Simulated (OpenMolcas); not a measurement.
## I+: effect of the level shift or regulariser

```yaml
Program: OpenMolcas 26.06
Basis: ANO-RCC-VDZP [6s5p3d1f]
Scalar_Hamiltonian: DKH2, point nucleus
Active_space: 4 electrons in 3 orbitals (5p)
State_averaging: 2S+1 = 3 even, 3 roots; 2S+1 = 1 even, 6 roots
Spin-orbit_coupling: state interaction with AMFI integrals over the reference wave functions, term energies averaged over their components
```

Methods on the same reference wave functions:
A. CASSCF
B. SS-CASPT2, IPEA 0.25 Eh, imaginary shift 0.1 Eh (closed shells correlated: 4d 5s)
C. SS-CASPT2, IPEA 0.25 Eh, real shift 0.2 Eh (closed shells correlated: 4d 5s)

Energies in cm⁻¹ above 5s² 5p⁴ ³P₂, the measured ground level; measured values from NIST Handbook of Basic Atomic Spectroscopic Data.

| Level | A | B | C | Measured |
| --- | --- | --- | --- | --- |
| 5s² 5p⁴ ³P₂ | 0.0 | 0.0 | 0.0 | 0.0 |
| 5s² 5p⁴ ³P₁ | 6596 | 6660 | 6660 | 7087 |
| 5s² 5p⁴ ³P₀ | 6811 | 6540 | 6540 | 6448 |
| 5s² 5p⁴ ¹D₂ | 15633 | 14830 | 14840 | 13727 |
| 5s² 5p⁴ ¹S₀ | 33229 | 30500 | 30550 | 29501 |

Deviations, from unrounded energies. A percentage is the sum of absolute deviations over the sum of measured energies, with the sign that they share, or ± where signs differ.

```tsv
Against measurement	Levels	A	B	C
mean absolute deviation (cm-1)	4	1600	650	670
fine structure of the ground term (%)	2	±6.3	±3.8	±3.9
other terms of the ground configuration (%)	2	+13.0	+4.8	+5.0
```

B, C lie about equally close to measurement and A furthest from it. The largest miss of B in the table is 5s² 5p⁴ ¹D₂, by +1100 cm-1. The ranking rests on the paired levels alone, and a cruder setting can come out closer through cancelling errors.

Between B and C the level of the table that moves most is 5s² 5p⁴ ¹S₀, by 55 cm-1 (lowest in B, highest in C). Moves below CASPT2's spread within the term are not significant.

The mean deviations of B to C differ by less than CASPT2's widest spread within a term (110 cm-1), so their order carries little weight.

From A to B the spin-free energies of the other terms of 5s² 5p⁴ shown, above ³P, scale by factors of 0.88 to 0.91.

The lowest spin-free term lies below A's lowest term by 0.411 hartree in B, 0.410 hartree in C.

CASPT2 breaks the degeneracy within a term, and the mean is taken; among the terms shown or strongly mixed into the levels shown the widest spread is 110 cm-1 (5s² 5p⁴ ¹D, B). With the s shell closed, the reference lacks s² → p² mixing. Computed and measured levels are paired by configuration, term and J; levels that our copy of the source lacks, or whose pairing is in doubt (as where it misses far off the trend of its configuration), stay unpaired and out of the deviations. Only configurations of the active space appear.
